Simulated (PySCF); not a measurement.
Br²⁺ (bromine, charge +2) across methods

[Ar] 3d10 4s2 4p3, high-spin 4S determinant. Calculation: PySCF 2.14, in aug-cc-pVQZ-PP with one added diffuse shell each of s, p, d, f, g type with ECP10MDF (8s7p6d4f3g, 114 functions); scalar relativity through the core potential.

| method | E (hartree) | mean ε 4s α (eV) | mean ε 4s β (eV) | mean ε 4p α (eV) | Σ⟨r²⟩ (bohr²) | ⟨S²⟩ |
| --- | --- | --- | --- | --- | --- | --- |
| UHF | -414.35627 | -53.003 | -43.384 | -35.194 | 24.66 | 3.751 |
| PBE0 | -415.5667 | -45.716 | -41.036 | -31.017 | 24.52 | 3.750 |
| B97-3 | -415.6400 | -45.740 | -41.069 | -30.951 | 24.50 | 3.751 |
| r2SCAN0 | -415.4703 | -46.585 | -41.114 | -31.458 | 24.45 | 3.750 |
| r2SCAN | -415.4668 | -44.223 | -39.861 | -29.992 | 24.44 | 3.750 |
| BHandHLYP | -415.4595 | -48.161 | -42.548 | -32.338 | 24.55 | 3.750 |
| LDA | -414.9870 | -43.112 | -40.302 | -29.369 | 24.55 | 3.750 |

(1) Estimate the same row for PBE.

Energies and moments cover only the electrons outside the core potential.

Answers

(1) E (hartree) = -415.5922; mean ε 4s α (eV) = -42.971; mean ε 4s β (eV) = -39.741; mean ε 4p α (eV) = -29.346; Σ⟨r²⟩ (bohr²) = 24.56; ⟨S²⟩ = 3.750.
